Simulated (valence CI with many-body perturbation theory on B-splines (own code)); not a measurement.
# Energy levels of Pb XLII

Level of theory: relativistic CI+MBPT: five valence electrons over a frozen Dirac-Fock core [Kr], a basis of 7 s, 7 p, 8 d, 6 f, 4 g, 1 h functions for each j, with the one-electron correlation potential Σ1, the two-electron term Σ2, the three-electron term Σ3, Breit, model QED; selected CI, second order for the rest, scaled by the run's own slope (own B-spline code, finite nucleus).

The last digits are not significant, and no measured levels were compared; by estimate large intervals hold to a few tenths of a per cent, small ones and those within an open d or f shell to about a per cent. The list stops below the first excitations out of the core.

Levels 1 to 37 of 37, with energies above the lowest level, (4d3/2^4 4d5/2) J=5/2. "Leading %" is the weight of the configuration and term that name the level; weights of strongly mixed levels are sums over their largest components and can fall short. In the jj column 3d3/2^4 stands for four electrons in 3d with j = 3/2. Lifetimes count E1, E2, E3, M1 and M2 decay at the calculated energies, and are blank where another channel may lead or the interval is too uncertain; long ones can be off by a factor of two.

```
No.  Configuration  Term     J  E (eV)  Leading %               Leading jj  Lifetime      g
  1            4d⁵    ⁴P   5/2    0.00         25     4d3/2^4 4d5/2 (96 %)            1.288
  2            4d⁵    ⁶S   5/2   25.02         35   4d3/2^3 4d5/2^2 (94 %)   3.64 μs  1.340
  3            4d⁵    ⁴G   7/2   30.31         32   4d3/2^3 4d5/2^2 (99 %)   7.37 μs  1.168
  4            4d⁵    ⁴D   3/2   30.97         39   4d3/2^3 4d5/2^2 (98 %)   3.29 μs  1.157
  5            4d⁵    ²H  11/2   31.43         44   4d3/2^3 4d5/2^2 (99 %)            1.105
  6            4d⁵    ²G   9/2   33.42         32   4d3/2^3 4d5/2^2 (98 %)   3.90 ms  1.137
  7            4d⁵    ²D   5/2   34.87         33   4d3/2^3 4d5/2^2 (95 %)    116 μs  1.131
  8            4d⁵    ⁴P   1/2   36.28         40   4d3/2^3 4d5/2^2 (93 %)    515 μs  1.778
  9            4d⁵    ²F   7/2   36.82         40   4d3/2^3 4d5/2^2 (98 %)    136 μs  1.072
 10            4d⁵    ²D   3/2   44.18         62   4d3/2^3 4d5/2^2 (92 %)   31.9 μs  0.796
 11            4d⁵    ⁶S   5/2   54.93         34   4d3/2^2 4d5/2^3 (93 %)   1.69 μs  1.314
 12            4d⁵    ⁴D   7/2   58.78         52   4d3/2^2 4d5/2^3 (99 %)   3.06 μs  1.214
 13            4d⁵    ⁴G  11/2   59.49         50   4d3/2^2 4d5/2^3 (99 %)   4.52 μs  1.093
 14            4d⁵    ⁴G   9/2   60.15         62   4d3/2^2 4d5/2^3 (97 %)   4.55 μs  1.146
 15            4d⁵    ⁴D   1/2   61.66         78   4d3/2^2 4d5/2^3 (98 %)   2.45 μs  0.463
 16            4d⁵    ²I  13/2   62.16        100  4d3/2^2 4d5/2^3 (100 %)   22.3 μs  1.072
 17            4d⁵    ⁴P   3/2   62.64         53   4d3/2^2 4d5/2^3 (98 %)   1.72 μs  1.171
 18            4d⁵    ²F   5/2   63.05         42   4d3/2^2 4d5/2^3 (98 %)   3.14 μs  1.020
 19            4d⁵    ²H   9/2   65.81         52   4d3/2^2 4d5/2^3 (99 %)   2.60 μs  1.107
 20            4d⁵    ²G   7/2   66.67         61   4d3/2^2 4d5/2^3 (99 %)   8.71 μs  0.987
 21            4d⁵    ⁴F   5/2   67.27         64   4d3/2^2 4d5/2^3 (98 %)   2.50 μs  1.052
 22            4d⁵    ²D   3/2   67.53         84   4d3/2^2 4d5/2^3 (92 %)   6.32 μs  0.860
 23            4d⁵    ⁴P   1/2   70.09         45   4d3/2^2 4d5/2^3 (88 %)   3.29 μs  1.763
 24            4d⁵    ²G   7/2   70.48         47   4d3/2^2 4d5/2^3 (97 %)   4.75 μs  1.035
 25            4d⁵    ²G   9/2   74.15         79   4d3/2^2 4d5/2^3 (98 %)   8.56 μs  1.105
 26            4d⁵    ²P   3/2   80.23         74   4d3/2^2 4d5/2^3 (97 %)   8.15 μs  1.186
 27            4d⁵    ²D   5/2   82.01         79   4d3/2^2 4d5/2^3 (93 %)   4.48 μs  1.188
 28            4d⁵    ⁴P   5/2   89.42         34     4d3/2 4d5/2^4 (95 %)   1.08 μs  1.235
 29            4d⁵    ²F   7/2   93.44         29     4d3/2 4d5/2^4 (99 %)   1.58 μs  1.187
 30            4d⁵    ⁴D   3/2   94.62         31     4d3/2 4d5/2^4 (98 %)   1.27 μs  0.996
 31            4d⁵    ²H  11/2   94.66         55     4d3/2 4d5/2^4 (99 %)   1.98 μs  1.074
 32            4d⁵    ²G   9/2   97.36         53     4d3/2 4d5/2^4 (97 %)   2.23 μs  1.117
 33            4d⁵    ²D   5/2   99.25         60     4d3/2 4d5/2^4 (94 %)   1.98 μs  1.111
 34            4d⁵    ²G   7/2  100.66         52     4d3/2 4d5/2^4 (98 %)   2.21 μs  1.015
 35            4d⁵    ²P   1/2  103.56         48     4d3/2 4d5/2^4 (93 %)   2.15 μs  1.312
 36            4d⁵    ²D   3/2  110.76         74     4d3/2 4d5/2^4 (96 %)   1.64 μs  0.862
 37            4d⁵    ²D   5/2  127.59         38           4d5/2^5 (96 %)    913 ns  1.156
```

The ionisation energy to 4d⁴ ³P0 of the next ion comes out as 2006.1 eV (NIST: 2004 ± 4 eV (theoretical)). All 37 levels together are meant to be complete up to 150.71 eV.
